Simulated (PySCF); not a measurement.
C3H7O, doublet, geometry from GFN2-xTB; PySCF with B3LYP/6-31G*.

Input for PySCF:
```python
from pyscf import gto, scf, dft

mol = gto.Mole()
mol.atom = '''
    O     0.08881149    1.41624147   -0.02329658
    C     0.00962973    0.14136308    0.27258208
    H     0.01101452    0.11356863    1.39709535
    C    -1.32014766   -0.54404154   -0.11876877
    C     1.24109746   -0.70477262   -0.12589560
    H    -1.36361392   -0.61281193   -1.20330932
    H     1.26961269   -0.77806021   -1.21063645
    H    -2.16293297    0.05262281    0.21942231
    H     2.15372551   -0.21826934    0.20741092
    H    -1.38199246   -1.54074182    0.30800656
    H     1.18021755   -1.70153345    0.30087704
'''
mol.basis = '6-31g*'
mol.spin = 1
mol.verbose = 4
mol.build()

mf = dft.UKS(mol)
mf.xc = 'b3lyp'
mf.grids.becke_scheme = dft.gen_grid.stratmann
mf.kernel()
```

What the program printed (banner, timings and long lists left out):

```
PySCF version 2.14.0

[INPUT] verbose = 4
[INPUT] num. atoms = 11
[INPUT] num. electrons = 33
[INPUT] charge = 0
[INPUT] spin (= nelec alpha-beta = 2S) = 1
[INPUT] symmetry False subgroup None
[INPUT] Mole.unit = angstrom
[INPUT] Symbol           X                Y                Z      unit          X                Y                Z       unit  Magmom
[INPUT]  1 O      0.088811490000   1.416241470000  -0.023296580000 AA    0.167829392815   2.676308504551  -0.044024155839 Bohr   0.0
[INPUT]  2 C      0.009629730000   0.141363080000   0.272582080000 AA    0.018197552354   0.267137505325   0.515105477664 Bohr   0.0
[INPUT]  3 H      0.011014520000   0.113568630000   1.397095350000 AA    0.020814426194   0.214613607042   2.640127581403 Bohr   0.0
[INPUT]  4 C     -1.320147660000  -0.544041540000  -0.118768770000 AA   -2.494717521385  -1.028089510987  -0.224440447451 Bohr   0.0
[INPUT]  5 C      1.241097460000  -0.704772620000  -0.125895600000 AA    2.345334293293  -1.331827231892  -0.237908204288 Bohr   0.0
[INPUT]  6 H     -1.363613920000  -0.612811930000  -1.203309320000 AA   -2.576856848445  -1.158046713566  -2.273925057937 Bohr   0.0
[INPUT]  7 H      1.269612690000  -0.778060210000  -1.210636450000 AA    2.399220268372  -1.470320705322  -2.287771326916 Bohr   0.0
[INPUT]  8 H     -2.162932970000   0.052622810000   0.219422310000 AA   -4.087350939092   0.099442698805   0.414648071519 Bohr   0.0
[INPUT]  9 H      2.153725510000  -0.218269340000   0.207410920000 AA    4.069951361389  -0.412469273990   0.391949834044 Bohr   0.0
[INPUT] 10 H     -1.381992460000  -1.540741820000   0.308006560000 AA   -2.611587255614  -2.911580068464   0.582048042969 Bohr   0.0
[INPUT] 11 H      1.180217550000  -1.701533450000   0.300877040000 AA    2.230287936905  -3.215432212286   0.568575202770 Bohr   0.0

nuclear repulsion = 126.373911335497
number of shells = 38
number of NR pGTOs = 136
number of NR cGTOs = 70
basis = 6-31g*
ecp = {}

******** <class 'pyscf.dft.uks.UKS'> ********
method = UKS
initial guess = minao
damping factor = 0
level_shift factor = 0
DIIS = <class 'pyscf.scf.diis.CDIIS'>
diis_start_cycle = 1
diis_space = 8
diis_damp = 0
SCF conv_tol = 1e-09
SCF conv_tol_grad = None
SCF max_cycles = 50
direct_scf = True
direct_scf_tol = 1e-13
number electrons alpha = 17  beta = 16
XC library pyscf.dft.libxc version 7.1.2
    S. Lehtola, C. Steigemann, M. J. T. Oliveira, and M. A. L. Marques,  SoftwareX 7, 1–5 (2018)
XC functionals = b3lyp
    P. J. Stephens, F. J. Devlin, C. F. Chabalowski, and M. J. Frisch,  J. Phys. Chem. 98, 11623 (1994)
radial grids:
    Treutler-Ahlrichs [JCP 102, 346 (1995); DOI:10.1063/1.469408] (M4) radial grids

becke partition: Stratmann, Scuseria, Frisch. CPL, 257, 213 (1996); DOI:10.1016/0009-2614(96)00600-8
pruning grids: <function nwchem_prune>
grids dens level: 3
symmetrized grids: False
atomic radii adjust function: <function treutler_atomic_radii_adjust>
small_rho_cutoff = 0
Set gradient conv threshold to 3.16228e-05
tot grids = 125096
init E= -193.858198744254

cycle= 1 E= -193.52457262722  delta_E= 0.334  |g|= 0.545  |ddm|= 1.99
cycle= 2 E= -193.269274165704  delta_E= 0.255  |g|= 0.983  |ddm|= 2.03
cycle= 3 E= -193.675343825218  delta_E= -0.406  |g|= 0.0977  |ddm|= 1.62
cycle= 4 E= -193.678692083754  delta_E= -0.00335  |g|= 0.0801  |ddm|= 0.139
cycle= 5 E= -193.681708742404  delta_E= -0.00302  |g|= 0.0142  |ddm|= 0.0817
cycle= 6 E= -193.681842074861  delta_E= -0.000133  |g|= 0.00273  |ddm|= 0.0284
cycle= 7 E= -193.68184665113  delta_E= -4.58e-06  |g|= 0.000788  |ddm|= 0.00472
cycle= 8 E= -193.681846980763  delta_E= -3.3e-07  |g|= 0.000345  |ddm|= 0.00118
cycle= 9 E= -193.681847050038  delta_E= -6.93e-08  |g|= 0.0001  |ddm|= 0.000466
cycle= 10 E= -193.681847057063  delta_E= -7.03e-09  |g|= 2.27e-05  |ddm|= 0.000141
cycle= 11 E= -193.681847057659  delta_E= -5.96e-10  |g|= 6.49e-06  |ddm|= 6.58e-05
Extra cycle  E= -193.681847057681  delta_E= -2.19e-11  |g|= 6.22e-06  |ddm|= 1.33e-05
converged SCF energy = -193.681847057681  <S^2> = 0.75383091  2S+1 = 2.0038272
```
